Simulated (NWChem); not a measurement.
System meant: C$_{2}$H$_{3}$CuFN; SMILES C[N+]#[C-]->[Cu][F]

NWChem input:

```
start job
memory heap 200 mb stack 900 mb global 1100 mb
geometry units angstroms noautoz
  Cu    -0.294580     0.632163    -0.665209
  F     -0.813723     1.781131    -1.881287
  C      1.032151    -2.238723     2.356174
  N      0.599420    -1.315251     1.388789
  C      0.245169    -0.549545     0.582481
  H      0.979505    -1.787541     3.357805
  H      2.071427    -2.535194     2.152247
  H      0.393798    -3.134101     2.333601
end
basis spherical
  * library def2-svp
end
dft
  xc pbe0
  iterations 4
  mulliken
end
task dft energy
```

End of the output:

```
    Atom       Charge   Shell Charges
 -----------   ------   -------------------------------------------------------
    1 Cu  29    26.62   2.00  2.00  1.96  0.60  0.43  5.99  5.91  1.02  5.03  1.67  0.00
    2 F    9     8.46   1.97  0.99  0.86  2.44  2.18  0.00
    3 C    6     6.32   1.97  0.85  0.32  1.88  1.17  0.13
    4 N    7     7.40   1.97  0.74  0.39  2.58  1.63  0.08
    5 C    6     6.96   1.97  0.77  0.42  2.20  1.42  0.17
    6 H    1     1.41   0.64  0.62  0.16
    7 H    1     1.41   0.64  0.62  0.16
    8 H    1     1.42   0.64  0.62  0.16

 center of mass
 --------------
 x =  -0.00054224 y =   0.28664142 z =   0.00008538

 moments of inertia (a.u.)
 ------------------
        1585.084337299186          -0.000000000000           0.000000000001
          -0.000000000000          11.545935800413          -0.000000000000
           0.000000000001          -0.000000000000        1585.094760080968

     Multipole analysis of the density
     ---------------------------------

     L   x y z        total         alpha         beta         nuclear
     -   - - -        -----         -----         ----         -------
     0   0 0 0     -0.000000    -30.000000    -30.000000     60.000000

     1   1 0 0     -0.024103     -0.012051     -0.012051      0.000000
     1   0 1 0     21.669520     10.834760     10.834760      0.000000
     1   0 0 1      0.004970      0.002485      0.002485      0.000000

     2   2 0 0    -41.379205    -23.553945    -23.553945      5.728685
     2   1 1 0      0.158844      0.179823      0.179823     -0.200802
     2   1 0 1     -0.004372     -0.002506     -0.002506      0.000641
     2   0 2 0   -105.476891   -478.350543   -478.350543    851.224195
     2   0 1 1     -0.034155     -0.033145     -0.033145      0.032134
     2   0 0 2    -41.404089    -23.563485    -23.563485      5.722880

 ------------------------------------------------------------------------
 dft energy failed                                                                                  0
 ------------------------------------------------------------------------
 ------------------------------------------------------------------------
  current input line :
    21: task dft energy
 ------------------------------------------------------------------------
 ------------------------------------------------------------------------
 This type of error is most commonly associated with calculations not reaching convergence criteria
 ------------------------------------------------------------------------
 For more information see the NWChem manual at https://nwchemgit.github.io

0:dft energy failed:Received an Error in Communication
```

### Question
Can this run be used? If not, why, and what is the fix?

### Answer
Convergence was not reached. Cause: the SCF was allowed too few iterations. This input runs:
```
start job
memory heap 200 mb stack 900 mb global 1100 mb
geometry units angstroms noautoz
  Cu    -0.294580     0.632163    -0.665209
  F     -0.813723     1.781131    -1.881287
  C      1.032151    -2.238723     2.356174
  N      0.599420    -1.315251     1.388789
  C      0.245169    -0.549545     0.582481
  H      0.979505    -1.787541     3.357805
  H      2.071427    -2.535194     2.152247
  H      0.393798    -3.134101     2.333601
end
basis spherical
  * library def2-svp
end
dft
  xc pbe0
  iterations 150
  mulliken
end
task dft energy
```
It converges to -1872.23173 Ha (PBE0/def2-SVP).
